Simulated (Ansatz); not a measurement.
`[SiH3][SiH2][GeH2][SiH3]` + `B[SiH](O)[SiH3]` → `B[SiH]([SiH3])O[SiH3]` + `[SiH3][GeH2][SiH3]`  (cleavage of the Si–Si bond)

Calculated with Ansatz (gas phase, PBE0-D4/def2-TZVP geometries, no zero-point term in ΔE). CCSD(T)/CBS adds triple-zeta CCSD(T) − MP2 to the extrapolated MP2 energy (def2 sets, frozen cores). DFT in def2-TZVPP. B3LYP here is the variant with VWN-RPA as its local correlation; programs differ in this. For Ge outer-core shells are correlated without core-valence functions, which leaves a few kJ/mol of doubt a bond. Scalar relativity is left out up to krypton. Each species was taken in one conformer, which may not be the lowest.

| level | ΔE (kJ/mol) | difference from CCSD(T)/CBS |
| --- | --- | --- |
| PBE-D4 | -68.9 | 26.3 |
| B3LYP-D4 | -97.0 | -1.8 |
| PBE0 | -78.2 | 17.0 |
| B3LYP | -98.3 | -3.1 |
| SCS-MP2/def2-TZVPP | -107.5 | -12.3 |
| CCSD/def2-TZVPP | -99.8 | -4.6 |
| HF/def2-QZVPP | -128.6 | -33.4 |
| MP2/def2-QZVPP | -101.7 | -6.5 |
| SCS-MP2/def2-QZVPP | -108.1 | -12.9 |
| HF/CBS(def2) | -129.0 | -33.8 |
| CCSD(T)/CBS | -95.2 | 0 |

Largest T1 diagnostic among the species: 0.014.

In def2-TZVPP, CCSD(T) changes the Hartree–Fock value by +30.3 kJ/mol (the triples alone add +4.4 kJ/mol) and MP2 by +24.9 kJ/mol. From PBE to PBE0 (25 % exact exchange), in def2-TZVPP and without D4, ΔE moves by −8.5 kJ/mol.

CCSD(T)/CBS has its own doubt, a few kJ/mol and more with outer-core shells, so smaller differences from it don't rank the levels.
